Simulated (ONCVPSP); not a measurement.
## Scattering properties, ONCV potential for Mo (Z = 42)

```
Element                 : Mo
Generator               : ONCVPSP 4.0.1
Type                    : optimised norm-conserving Vanderbilt (ONCV)
Functional              : PBE
Relativity              : scalar-relativistic
Frozen core             : [Ar] 3d10
Valence charge          : 14
Reference configuration : 4s2 4p6 4d4 5s2
Partial waves           : 4s+5s: rc 2.10 bohr, ncon 4, nbas 7, qcut 7.2 1/bohr, 2 projectors; 4p: rc 1.35 bohr, ncon 4, nbas 7, qcut 7.1 1/bohr, 3 projectors, debl 3.7 Ha; 4d: rc 2.40 bohr, ncon 4, nbas 9, qcut 5.3 1/bohr, 2 projectors, debl 3.3 Ha
Local potential         : polynomial inside 0.85 bohr (lpopt 5, dvloc0 -1 Ha)
Core correction         : polynomial model core, fcfact 0.35
```

The phase is arctan(r·R′/R) of the radial function R(r), unwrapped; energies in Ha, scanned from -4 to 5 Ha. A pole is an energy at which the radial function vanishes at the test radius. The pseudo phase is shifted by a multiple of π to meet the all-electron one at the reference energy, and phase errors are pseudo minus all-electron; the curves can meet again beyond the range given. Levels narrower than the energy grid can be missing from the lists of poles.

| channel | radius (bohr) | reference energy (Ha) | poles, all-electron | poles, pseudo | unbroken range about the reference energy with phases within 0.05 rad | phase error 1 Ha above the reference energy (rad) |
| --- | --- | --- | --- | --- | --- | --- |
| s | 2.13 | -0.18 | -2.36, 3.00 | -2.36, -0.95, 3.02 | above -0.9 | +0.001 |
| p | 1.37 | -1.51 | 0.97 | 0.97 | the whole range | -0.000 |
| d | 2.43 | -0.21 | 0.12, 3.66 | 0.12, 3.67 | below 1.2 | +0.013 |

Note: ghosts flagged at negative energy: s at -25.6 eV; GHOST(+) flagged for d at 334.7 eV, p at 527.0 eV. A true bound ghost makes a file unfit for plane-wave use.

Phases in the d channel:

```tsv
E (Ha)	all-electron	pseudo
-3.98	1.398	1.398
-3.50	1.383	1.384
-3.02	1.365	1.365
-2.54	1.341	1.341
-2.06	1.305	1.306
-1.58	1.246	1.247
-1.10	1.123	1.125
-0.62	0.606	0.611
-0.14	-1.300	-1.300
0.34	-1.697	-1.693
0.82	-1.975	-1.961
1.30	-2.835	-2.764
1.78	-4.152	-4.131
2.26	-4.473	-4.470
2.74	-4.594	-4.594
3.22	-4.664	-4.664
3.70	-4.716	-4.715
4.18	-4.766	-4.761
4.66	-4.824	-4.810
```
